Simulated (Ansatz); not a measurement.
Stepwise reaction of `NB(Cl)Cl` with hydrogen sulfide, as a gas-phase model of exchange steps in deposition or etching. ΔE in kJ/mol; ΔG adds harmonic PBE0-D4 terms to CCSD(T)/CBS, at 1 bar.

Gas-phase electronic energies from Ansatz, PBE0-D4/def2-TZVP geometries. CBS: MP2 limit from def2 TZ/QZ plus the TZ coupled-cluster correction, frozen cores. This one scheme is used for every species. DFT in def2-TZVPP. B3LYP here is the variant with VWN-RPA as its local correlation; programs differ in this. One conformer a species, not always the lowest.

```tsv
step	reaction	PBE-D4	B3LYP-D4	ωB97M-V	CCSD(T)/CBS	ΔG(500 K)
2	`NB(S)Cl` + H₂S → `NB(S)S` + HCl	22.3	25.7	27.2	24.0	26.0
```

(1) Give the row of step 1, `NB(Cl)Cl` + H₂S → `NB(S)Cl` + HCl. (Estimate.)

(2) By hand: ΔE of the 2 steps together at CCSD(T)/CBS.

Results:

(1) Ansatz gave: 
```
step                            reaction  PBE-D4  B3LYP-D4  ωB97M-V  CCSD(T)/CBS  ΔG(500 K)
   1  `NB(Cl)Cl` + H₂S → `NB(S)Cl` + HCl    21.6      24.4     26.1         22.8       25.0
```

(2) (22.8) + (24.0) = 46.8 kJ/mol, or 23.4 kJ/mol a step.

In ΔE the steps differ by no more than 1.2 kJ/mol. All are uphill at CCSD(T)/CBS. ΔG lies between 25.0 and 26.0 kJ/mol a step. PBE-D4 differs from CCSD(T)/CBS by -1.7 to -1.2 kJ/mol a step. Isolated molecules leave out the surface, adducts and barriers. Largest T1 diagnostic: 0.012.
